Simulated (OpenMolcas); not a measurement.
Multiconfigurational calculation on Fe IV

Input:

```
&GATEWAY
Coord
1

Fe 0.0 0.0 0.0
Basis=ANO-R3
Group=XYZ
NoMove
AngMom=0.0 0.0 0.0
AMFI
&SEWARD
* reference wave functions (RASSCF and RASSI steps not shown): 5 electrons in 5 orbitals (3d)
>>> COPY JOB001 $Project.JobIph
&CASPT2
Multistate=1 1
Frozen=2 3
IPEA=0.35
Sig2=0.25
MaxIter=60
WThr=0.0 0.3 0.05
PrWF=0.5
NoMix
>>> COPY JOB002 $Project.JobIph
&CASPT2
Multistate=24 1 2 3 4 5 6 7 8 9 10 11 12 13 14 15 16 17 18 19 20 21 22
23 24
NoMult
Frozen=2 3
IPEA=0.35
Sig2=0.25
MaxIter=60
WThr=0.0 0.3 0.05
PrWF=0.5
NoMix
>>> COPY JOB003 $Project.JobIph
&CASPT2
Multistate=52 1 2 3 4 5 6 7 8 9 10 11 12 13 14 15 16 17 18 19 20 21 22
23 24 25 26 27 28 29 30 31 32 33 34 35 36 37 38 39 40 41 42 43 44 45 46
47 48 49 50 51 52
NoMult
Frozen=2 3
IPEA=0.35
Sig2=0.25
MaxIter=60
WThr=0.0 0.3 0.05
PrWF=0.5
NoMix
```

Launched by
```bash
OMP_NUM_THREADS=1 MOLCAS_MEM=2252 MOLCAS_PROJECT=a pymolcas a.inp > a.log  # once for each step of the input, in one work folder
```

Output, cut to the results:

```
--- CASPT2 ---
Orbital specifications:
      -----------------------

      Symmetry species                           1   2
                                                ag  au
      Frozen orbitals                            2   3
      Inactive orbitals                          1   3
      Active orbitals                            5   0
      Secondary orbitals                        42  41
      Deleted orbitals                           0   0
      Number of basis functions                 50  47
Type of calculation                        SS-CASPT2
      Fock operator                              state-specific
      IPEA shift                                 0.35
      Real shift                                 0.00
      Imaginary shift                            0.00
      Sigma^2 regularizer                        0.25
      The input orbitals will be transformed to quasi-canonical
Reference energy:       -1269.5315402912
      E2 (Non-variational):      -0.4842555287
      Shift correction:          -0.0000000218
      E2 (Variational):          -0.4842555505
      Total energy:           -1270.0157958416
      Residual norm:              0.0000003029
      Reference weight:           0.95505
      Contributions to the CASPT2 correlation energy
      Active & Virtual Only:         -0.0783915302
      One Inactive Excited:          -0.2586648387
      Two Inactive Excited:          -0.1471991598
::    CASPT2 Root  1     Total energy:  -1270.01579584
--- CASPT2 ---
Orbital specifications:
      -----------------------

      Symmetry species                           1   2
                                                ag  au
      Frozen orbitals                            2   3
      Inactive orbitals                          1   3
      Active orbitals                            5   0
      Secondary orbitals                        42  41
      Deleted orbitals                           0   0
      Number of basis functions                 50  47
Type of calculation                        SS-CASPT2
      Fock operator                              state-specific
      IPEA shift                                 0.35
      Real shift                                 0.00
      Imaginary shift                            0.00
      Sigma^2 regularizer                        0.25
      The input orbitals will be transformed to quasi-canonical
Reference energy:       -1269.3603780703
      E2 (Non-variational):      -0.5053478462
      Shift correction:          -0.0000000082
      E2 (Variational):          -0.5053478545
      Total energy:           -1269.8657259247
      Residual norm:              0.0000001044
      Reference weight:           0.95175
      Contributions to the CASPT2 correlation energy
      Active & Virtual Only:         -0.0911155801
      One Inactive Excited:          -0.2678276070
      Two Inactive Excited:          -0.1464046592
Reference energy:       -1269.3603780703
      E2 (Non-variational):      -0.5054322026
      Shift correction:          -0.0000000081
      E2 (Variational):          -0.5054322106
      Total energy:           -1269.8658102809
      Residual norm:              0.0000001018
      Reference weight:           0.95176
      Contributions to the CASPT2 correlation energy
      Active & Virtual Only:         -0.0911472583
      One Inactive Excited:          -0.2678408789
      Two Inactive Excited:          -0.1464440654
::    CASPT2 Root  1     Total energy:  -1269.86572592
::    CASPT2 Root  2     Total energy:  -1269.86581028
::    CASPT2 Root  3     Total energy:  -1269.86564567
::    CASPT2 Root  4     Total energy:  -1269.86569874
::    CASPT2 Root  5     Total energy:  -1269.86565575
::    CASPT2 Root  6     Total energy:  -1269.86572278
::    CASPT2 Root  7     Total energy:  -1269.86573098
::    CASPT2 Root  8     Total energy:  -1269.86592728
::    CASPT2 Root  9     Total energy:  -1269.86574509
::    CASPT2 Root 10     Total energy:  -1269.84965389
::    CASPT2 Root 11     Total energy:  -1269.84962059
::    CASPT2 Root 12     Total energy:  -1269.84952759
::    CASPT2 Root 13     Total energy:  -1269.83530672
::    CASPT2 Root 14     Total energy:  -1269.83542514
::    CASPT2 Root 15     Total energy:  -1269.83539255
::    CASPT2 Root 16     Total energy:  -1269.83536578
::    CASPT2 Root 17     Total energy:  -1269.83544977
::    CASPT2 Root 18     Total energy:  -1269.76887806
::    CASPT2 Root 19     Total energy:  -1269.76901111
::    CASPT2 Root 20     Total energy:  -1269.76895831
::    CASPT2 Root 21     Total energy:  -1269.76920334
::    CASPT2 Root 22     Total energy:  -1269.76899438
::    CASPT2 Root 23     Total energy:  -1269.76888394
::    CASPT2 Root 24     Total energy:  -1269.77003778
--- CASPT2 ---
Orbital specifications:
      -----------------------

      Symmetry species                           1   2
                                                ag  au
      Frozen orbitals                            2   3
      Inactive orbitals                          1   3
      Active orbitals                            5   0
      Secondary orbitals                        42  41
      Deleted orbitals                           0   0
      Number of basis functions                 50  47
Type of calculation                        SS-CASPT2
      Fock operator                              state-specific
      IPEA shift                                 0.35
      Real shift                                 0.00
      Imaginary shift                            0.00
      Sigma^2 regularizer                        0.25
      The input orbitals will be transformed to quasi-canonical
Reference energy:       -1269.2881780882
      E2 (Non-variational):      -0.5074260677
      Shift correction:           0.0000000261
      E2 (Variational):          -0.5074260416
      Total energy:           -1269.7956041299
      Residual norm:              0.0000008178
      Reference weight:           0.95232
...
```

Levels above the lowest, from the spin-orbit matrix with the single-state CASPT2 energies, averaged by term, on its diagonal:

```csv
Configuration,Term,J,E (cm-1),Measured (cm-1),g,Term weight %,Second
3d5,6S,5/2,0.0,0.0,2.002,100,
3d5,4G,5/2,32900,,0.571,100,
3d5,4G,7/2,32930,,0.984,100,
3d5,4G,11/2,32940,32246,1.273,100,
3d5,4G,9/2,32950,,1.172,100,
3d5,4P,5/2,36290,35254,1.589,95,5 4D
3d5,4P,3/2,36360,35333,1.714,96,4 4D
3d5,4P,1/2,36470,35407,2.636,99,
3d5,4D,7/2,39580,38779,1.429,100,
3d5,4D,1/2,39670,38897,0.033,99,
3d5,4D,3/2,39740,,1.220,96,4 4P
3d5,4D,5/2,39770,,1.383,95,5 4P
3d5,2I,11/2,48250,,0.924,99,
3d5,2I,13/2,48330,,1.077,100,
3d5,2D,5/2,51190,49542,1.117,74,24 2F(1)
3d5,2D,3/2,51710,50051,0.780,95,5 4F
3d5,2F(1),7/2,53220,51394,1.143,98,
3d5,2F(1),5/2,53850,52167,0.948,62,23 4F
3d5,4F,9/2,54090,52621,1.330,98,
3d5,4F,7/2,54140,52695,1.236,98,
3d5,4F,5/2,54300,,1.022,75,14 2F(1)
3d5,4F,3/2,54310,,0.420,95,5 2D
3d5,2H,9/2,57880,56058,0.949,81,19 2G
3d5,2H,11/2,58260,56369,1.090,99,
```

Against the 14 measured excited levels shown (Corliss and Sugar, J. Phys. Chem. Ref. Data 11, 135 (1982)) the mean absolute deviation is 1300 cm-1; the largest miss in energy is 3d5 2H 11/2: computed 58260, measured 56369 cm-1 (+3.4 %).

CASPT2 breaks the degeneracy within a term, and the mean is taken; among the terms shown or strongly mixed into the levels shown the widest spread is 250 cm-1 (3d5 4F). Computed and measured levels are paired by configuration, term and J; levels that our copy of the source lacks, or whose pairing is in doubt (as where it misses far off the trend of its configuration), stay unpaired and out of the deviations. Levels of configurations outside the active space are missing. The first state left out of the spin-orbit step lies near 81000 cm-1 above the lowest spin-free state of the reference (among the parities and spins computed), and the list stops at four fifths of that energy or lower. The table shows the lowest 24 of 28 levels.

The CASPT2 steps took 60 s on 1 thread of AMD EPYC 7R43 64-Core Processor (Zen 3), with other jobs on the host; the integral step is not counted.

The term weight is that of the spin-free term in the level, not the purity of its configuration. A number in round brackets counts repeated terms of one configuration in the order of the reference energies.
